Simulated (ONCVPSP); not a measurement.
Building the ONCV potential for C (Z = 6) (LDA (Perdew-Wang 92), scalar-relativistic).

```json
{"Element": "C", "Generator": "ONCVPSP 4.0.1", "Type": "optimised norm-conserving Vanderbilt (ONCV)", "Functional": "LDA (Perdew-Wang 92)", "Relativity": "scalar-relativistic", "Frozen core": "[He]", "Valence charge": "4", "Reference configuration": "2s2 2p1.5 (charge +0.5)", "Partial waves": "2s: rc 1.25 bohr, ncon 4, nbas 8, qcut 6.7 1/bohr, 3 projectors, debl 2.2 Ha; 2p: rc 2.80 bohr, ncon 4, nbas 9, qcut 4.2 1/bohr, 2 projectors, debl 0.9 Ha; d scattering state at 0.03 Ha: rc 2.25 bohr, ncon 4, nbas 8, qcut 3.8 1/bohr, 2 projectors, debl 0.6 Ha", "Local potential": "polynomial inside 0.95 bohr (lpopt 1, dvloc0 -1 Ha)", "Core correction": "Teter function, fcfact 5, rcfact 1.8"}
```

Calculated quality:

| Property | Result |
| --- | --- |
| Cutoffs needed | 18 Ha and 24 Ha (the cutoffs (Ha) at which the residual kinetic energy of the hardest occupied pseudo-wave falls to 1 and 0.1 mHa per electron) |
| Ghost test | no bound ghost flagged; GHOST(+) flagged for d at 73.1 eV |
| Largest excitation error | +950 meV (all-electron minus pseudo) for 2s2 2p0, out of 4 test configurations |
| rms error of d²Exc/dni dnj | 2.30 mHa without and 2.64 mHa with the model core |

Generation and tests took about 3.9 s on one core of a shared server CPU.
